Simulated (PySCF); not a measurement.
Al, charge -1, triplet (in this run its highest filled SCF level lies above zero, so its values depend strongly on the basis, on diffuse functions most of all); PySCF with BLYP/STO-3G.

PySCF was given this input:
```python
from pyscf import gto, scf, dft

mol = gto.M(
    atom='''
Al    0.000000    0.000000    0.000000
''',
    basis='sto-3g',
    charge=-1,
    spin=2,
    verbose=4,
)

mf = dft.UKS(mol)
mf.xc = 'blyp'
mf.grids.radi_method = dft.radi.mura_knowles
mf.kernel()
mf.analyze()
```

Output, abridged:

```
PySCF version 2.14.0

[INPUT] verbose = 4
[INPUT] num. atoms = 1
[INPUT] num. electrons = 14
[INPUT] charge = -1
[INPUT] spin (= nelec alpha-beta = 2S) = 2
[INPUT] symmetry False subgroup None
[INPUT] Mole.unit = angstrom
[INPUT] Symbol           X                Y                Z      unit          X                Y                Z       unit  Magmom
[INPUT]  1 Al     0.000000000000   0.000000000000   0.000000000000 AA    0.000000000000   0.000000000000   0.000000000000 Bohr   0.0

nuclear repulsion = 0
number of shells = 5
number of NR pGTOs = 27
number of NR cGTOs = 9
basis = sto-3g
ecp = {}

******** <class 'pyscf.dft.uks.UKS'> ********
method = UKS
initial guess = minao
damping factor = 0
level_shift factor = 0
DIIS = <class 'pyscf.scf.diis.CDIIS'>
diis_start_cycle = 1
diis_space = 8
diis_damp = 0
SCF conv_tol = 1e-09
SCF conv_tol_grad = None
SCF max_cycles = 50
direct_scf = True
direct_scf_tol = 1e-13
number electrons alpha = 8  beta = 6
XC library pyscf.dft.libxc version 7.1.2
    S. Lehtola, C. Steigemann, M. J. T. Oliveira, and M. A. L. Marques,  SoftwareX 7, 1–5 (2018)
XC functionals = blyp
    A. D. Becke,  Phys. Rev. A 38, 3098 (1988)
    C. Lee, W. Yang, and R. G. Parr,  Phys. Rev. B 37, 785 (1988)
    B. Miehlich, A. Savin, H. Stoll, and H. Preuss,  Chem. Phys. Lett. 157, 200 (1989)
radial grids: Mura-Knowles [JCP 104, 9848 (1996); DOI:10.1063/1.471749] log3 quadrature radial grids
becke partition: Becke, JCP 88, 2547 (1988); DOI:10.1063/1.454033
pruning grids: <function nwchem_prune>
grids dens level: 3
symmetrized grids: False
atomic radii adjust function: <function treutler_atomic_radii_adjust>
small_rho_cutoff = 0
Set gradient conv threshold to 3.16228e-05
tot grids = 16720
init E= -239.156841738921

cycle= 1 E= -238.909427299951  delta_E= 0.247  |g|= 0.062  |ddm|=  1.6
cycle= 2 E= -238.91080645965  delta_E= -0.00138  |g|= 0.0149  |ddm|= 0.0462
cycle= 3 E= -238.910889102187  delta_E= -8.26e-05  |g|= 3.03e-05  |ddm|= 0.00886
cycle= 4 E= -238.910889102533  delta_E= -3.46e-10  |g|= 1.82e-07  |ddm|= 1.83e-05
Extra cycle  E= -238.910889102534  delta_E= -8.53e-14  |g|= 3.32e-08  |ddm|= 5.07e-07
converged SCF energy = -238.910889102534  <S^2> = 2.000001  2S+1 = 3.0000007
**** SCF Summaries ****
Total Energy =                        -238.910889102533559
Nuclear Repulsion Energy =               0.000000000000000
One-electron Energy =                 -342.879957799376825
Two-electron Energy =                  103.969068696843266
Two-electron Coulomb Energy =          123.148171802995194
DFT Exchange-Correlation Energy =      -19.179103106151921
**** MO energy ****
                             alpha | beta                alpha | beta
MO #1   energy= -53.9592802282833  | -53.947313052228   occ= 1 | 1
MO #2   energy= -2.99115918077868  | -2.97294045460437  occ= 1 | 1
MO #3   energy= -1.55149073542606  | -1.54182609918589  occ= 1 | 1
MO #4   energy= -1.53880659188369  | -1.51083197041669  occ= 1 | 1
MO #5   energy= -1.53880659186526  | -1.51083197041642  occ= 1 | 1
MO #6   energy= 0.290411348346534  | 0.352422382056098  occ= 1 | 1
MO #7   energy= 0.581066185767181  | 0.615722642737655  occ= 1 | 0
MO #8   energy= 0.581066186035319  | 0.65805341063427   occ= 1 | 0
MO #9   energy= 0.5834266994829    | 0.658053410634744  occ= 0 | 0

To work with the spin densities directly, `use mulliken_meta_spin()` only printing them here.

 ** Mulliken spin pop alpha/beta on meta-lowdin orthogonal AOs **
 ** Mulliken Spin Density (per AO)  **
spin_pop of  0 Al 1s        0.00000
spin_pop of  0 Al 2s       -0.00000
spin_pop of  0 Al 3s        0.00000
spin_pop of  0 Al 2px       0.00320
spin_pop of  0 Al 2py       0.00313
spin_pop of  0 Al 2pz       0.00054
spin_pop of  0 Al 3px       0.91353
spin_pop of  0 Al 3py       0.89569
spin_pop of  0 Al 3pz       0.18390
 ** Mulliken Spin Density (per atom)  **
spin density of  0 Al =      2.00000
 ** Mulliken pop alpha/beta on meta-lowdin orthogonal AOs **
 ** Mulliken pop       alpha | beta **
pop of  0 Al 1s        1.00000 | 1.00000
pop of  0 Al 2s        1.00000 | 1.00000
pop of  0 Al 3s        1.00000 | 1.00000
pop of  0 Al 2px       0.99968 | 0.99648
pop of  0 Al 2py       0.99961 | 0.99648
pop of  0 Al 2pz       0.99688 | 0.99633
pop of  0 Al 3px       0.91705 | 0.00352
pop of  0 Al 3py       0.89921 | 0.00352
pop of  0 Al 3pz       0.18757 | 0.00367
In total             8.00000 | 6.00000
 ** Mulliken atomic charges   ( Nelec_alpha | Nelec_beta ) **
charge of  0Al =     -1.00000  (     8.00000      6.00000 )

WARN: System has nonzero charge -1; the dipole moment is origin-dependent.
Location of origin: [0. 0. 0.]

Dipole moment(X, Y, Z, Debye):  0.00000, -0.00000,  0.00000
```
